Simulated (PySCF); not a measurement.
C₃H₇NO, charge -1, quartet, geometry from GFN2-xTB of the parent state (a state made from the parent by changing its charge; the spin is typed, not shown lowest) (in this run its highest filled SCF level lies above zero, so its values depend strongly on the basis, on diffuse functions most of all); PBE/6-31G* run with PySCF.

Input for PySCF:
```python
from pyscf import gto, scf, dft

mol = gto.M(
    atom='''
C     1.67947948   -0.16325943    0.40714764
N     0.25118246   -0.03556484    0.48090643
C    -0.42054349   -1.29990753    0.39435751
C    -0.27867694    0.95458909   -0.52046636
O    -1.51494248    0.84941816   -0.89568702
H     2.12546077    0.83306927    0.42237108
H     2.05322832   -0.72675810    1.27502337
H     2.03871969   -0.68379075   -0.50809204
H    -1.45606351   -1.07622821    0.13080096
H     0.00126539   -1.97015548   -0.38190854
H    -0.37922531   -1.82928010    1.35792211
H     0.09632288    1.95821932   -0.18319870
''',
    basis='6-31g*',
    charge=-1,
    spin=3,
    verbose=5,
)

mf = dft.UKS(mol)
mf.xc = 'pbe'
mf.kernel()
mf.analyze()
```

### Question
Write the output that PySCF gives for this input, abridged.

### Answer

```
PySCF version 2.14.0

[INPUT] verbose = 5
[INPUT] max_memory = 4000
[INPUT] num. atoms = 12
[INPUT] num. electrons = 41
[INPUT] charge = -1
[INPUT] spin (= nelec alpha-beta = 2S) = 3
[INPUT] symmetry False subgroup None
[INPUT] Mole.unit = angstrom
[INPUT] Symbol           X                Y                Z      unit          X                Y                Z       unit  Magmom
[...]
[INPUT] ---------------- BASIS SET ----------------
[INPUT] l, kappa, [nprim/nctr], expnt,             c_1 c_2 ...
[INPUT] O
[...]
                                825.23495         0.0139501
                                188.04696         0.0684451
                                52.9645           0.2327143
                                16.89757          0.470193
                                5.7996353         0.3585209
[...]
                                3.5999336         -0.1480263
                                1.0137618         1.130767
[...]
                                3.5999336         0.3397528
                                1.0137618         0.7271586
[...]
[INPUT] C
[...]
                                457.36951         0.0140373
                                103.94869         0.0688426
                                29.210155         0.2321844
                                9.286663          0.4679413
                                3.163927          0.362312
[...]
                                1.8812885         -0.1608542
                                0.5442493         1.1434564
[...]
                                1.8812885         0.316424
                                0.5442493         0.7443083
[...]
[INPUT] N
[...]
                                627.4579          0.013995
                                142.9021          0.068587
                                40.23433          0.232241
                                12.82021          0.46907
                                4.390437          0.360455
[...]
                                2.71628           -0.169118
                                0.772218          1.145852
[...]
                                2.71628           0.323907
                                0.772218          0.740895
[...]
[INPUT] H
[...]
                                2.8253937         0.23472695
                                0.6401217         0.81375733
[...]
nuclear repulsion = 179.245823631195
number of shells = 44
number of NR pGTOs = 163
number of NR cGTOs = 84
basis = 6-31g*
ecp = {}

******** <class 'pyscf.dft.uks.UKS'> ********
method = UKS
initial guess = minao
damping factor = 0
level_shift factor = 0
DIIS = <class 'pyscf.scf.diis.CDIIS'>
diis_start_cycle = 1
diis_space = 8
diis_damp = 0
SCF conv_tol = 1e-09
SCF conv_tol_grad = None
SCF max_cycles = 50
direct_scf = True
direct_scf_tol = 1e-13
number electrons alpha = 22  beta = 19
XC library pyscf.dft.libxc version 7.1.2
    S. Lehtola, C. Steigemann, M. J. T. Oliveira, and M. A. L. Marques,  SoftwareX 7, 1–5 (2018)
XC functionals = pbe
    J. P. Perdew, K. Burke, and M. Ernzerhof,  Phys. Rev. Lett. 77, 3865 (1996)
    J. P. Perdew, K. Burke, and M. Ernzerhof,  Phys. Rev. Lett. 78, 1396 (1997)
    J. P. Perdew, K. Burke, and M. Ernzerhof,  Phys. Rev. Lett. 77, 3865 (1996)
    J. P. Perdew, K. Burke, and M. Ernzerhof,  Phys. Rev. Lett. 78, 1396 (1997)
radial grids:
    Treutler-Ahlrichs [JCP 102, 346 (1995); DOI:10.1063/1.469408] (M4) radial grids

becke partition: Becke, JCP 88, 2547 (1988); DOI:10.1063/1.454033
pruning grids: <function nwchem_prune>
grids dens level: 3
symmetrized grids: False
atomic radii adjust function: <function treutler_atomic_radii_adjust>
small_rho_cutoff = 0
Set gradient conv threshold to 3.16228e-05
atom C rad-grids = 75, ang-grids = [ 50  50  50  50  50  50  50  50  50  50  50  50  50  50  50  50  50  50
  50  50  50  50  86  86  86  86  86  86  86  86  86  86 266 266 266 266
 266 266 302 302 302 302 302 302 302 302 302 302 302 302 302 302 302 302
[...]
converged SCF energy = -247.897092612292  <S^2> = 3.754087  2S+1 = 4.002043
Total Energy =                        -247.897092612291601
[...]
spin_pop of  1 N 2s        0.01994
spin_pop of  1 N 3s        0.00032
spin_pop of  1 N 2px       0.00928
spin_pop of  1 N 2py       0.01389
spin_pop of  1 N 2pz       0.45563
spin_pop of  1 N 3px       0.00015
spin_pop of  1 N 3py       0.00027
spin_pop of  1 N 3pz       0.00316
spin_pop of  1 N 3dxy      0.00006
spin_pop of  1 N 3dyz      0.00018
spin_pop of  1 N 3dz^2     0.00061
spin_pop of  1 N 3dxz     -0.00004
spin_pop of  1 N 3dx2-y2    0.00001
spin_pop of  2 C 1s        0.00000
spin_pop of  2 C 2s        0.06146
spin_pop of  2 C 3s        0.00382
spin_pop of  2 C 2px       0.00315
spin_pop of  2 C 2py       0.04216
spin_pop of  2 C 2pz      -0.00786
spin_pop of  2 C 3px       0.00089
spin_pop of  2 C 3py       0.00790
spin_pop of  2 C 3pz       0.00018
spin_pop of  2 C 3dxy     -0.00006
spin_pop of  2 C 3dyz      0.00036
spin_pop of  2 C 3dz^2    -0.00003
spin_pop of  2 C 3dxz      0.00006
spin_pop of  2 C 3dx2-y2    0.00005
spin_pop of  3 C 1s       -0.00000
spin_pop of  3 C 2s        0.11432
spin_pop of  3 C 3s        0.00504
spin_pop of  3 C 2px       0.15621
spin_pop of  3 C 2py       0.04177
spin_pop of  3 C 2pz       0.35142
spin_pop of  3 C 3px       0.00194
spin_pop of  3 C 3py       0.00371
spin_pop of  3 C 3pz       0.00319
spin_pop of  3 C 3dxy      0.00085
spin_pop of  3 C 3dyz      0.00002
spin_pop of  3 C 3dz^2    -0.00008
spin_pop of  3 C 3dxz     -0.00004
spin_pop of  3 C 3dx2-y2   -0.00026
spin_pop of  4 O 1s       -0.00000
spin_pop of  4 O 2s        0.00761
spin_pop of  4 O 3s        0.00003
spin_pop of  4 O 2px       0.04861
spin_pop of  4 O 2py       0.43655
spin_pop of  4 O 2pz       0.18545
spin_pop of  4 O 3px       0.00038
spin_pop of  4 O 3py       0.00032
spin_pop of  4 O 3pz       0.00151
spin_pop of  4 O 3dxy      0.00027
spin_pop of  4 O 3dyz      0.00004
spin_pop of  4 O 3dz^2    -0.00003
spin_pop of  4 O 3dxz     -0.00008
spin_pop of  4 O 3dx2-y2    0.00003
spin_pop of  5 H 1s        0.05731
spin_pop of  5 H 2s        0.03541
spin_pop of  6 H 1s        0.09782
spin_pop of  6 H 2s        0.05222
spin_pop of  7 H 1s        0.13013
spin_pop of  7 H 2s        0.05394
spin_pop of  8 H 1s        0.00641
spin_pop of  8 H 2s        0.00430
spin_pop of  9 H 1s        0.09684
spin_pop of  9 H 2s        0.04589
spin_pop of  10 H 1s        0.10769
spin_pop of  10 H 2s        0.05501
spin_pop of  11 H 1s        0.08733
spin_pop of  11 H 2s        0.02802
 ** Mulliken Spin Density (per atom)  **
spin density of  0 C =      0.16737
spin density of  1 N =      0.50346
spin density of  2 C =      0.11207
spin density of  3 C =      0.67810
spin density of  4 O =      0.68067
spin density of  5 H =      0.09272
spin density of  6 H =      0.15005
spin density of  7 H =      0.18407
spin density of  8 H =      0.01071
spin density of  9 H =      0.14273
spin density of  10 H =      0.16269
spin density of  11 H =      0.11536
 ** Mulliken pop alpha/beta on meta-lowdin orthogonal AOs **
 ** Mulliken pop       alpha | beta **
In total            22.00000 | 19.00000
 ** Mulliken atomic charges   ( Nelec_alpha | Nelec_beta ) **
charge of  0C =     -0.32413  (     3.24575      3.07838 )
charge of  1N =      0.01583  (     3.74382      3.24035 )
charge of  2C =     -0.29818  (     3.20513      3.09306 )
charge of  3C =     -0.06779  (     3.37295      2.69484 )
charge of  4O =     -0.38306  (     4.53187      3.85119 )
charge of  5H =      0.00999  (     0.54137      0.44864 )
charge of  6H =     -0.01075  (     0.58040      0.43035 )
charge of  7H =     -0.01169  (     0.59788      0.41381 )
charge of  8H =      0.09141  (     0.45965      0.44894 )
charge of  9H =      0.00837  (     0.56718      0.42445 )
charge of  10H =     -0.02814  (     0.59542      0.43272 )
charge of  11H =     -0.00183  (     0.55859      0.44324 )

WARN: System has nonzero charge -1; the dipole moment is origin-dependent.
Location of origin: [0. 0. 0.]

Dipole moment(X, Y, Z, Debye): -0.89258,  0.31834,  0.39002
```
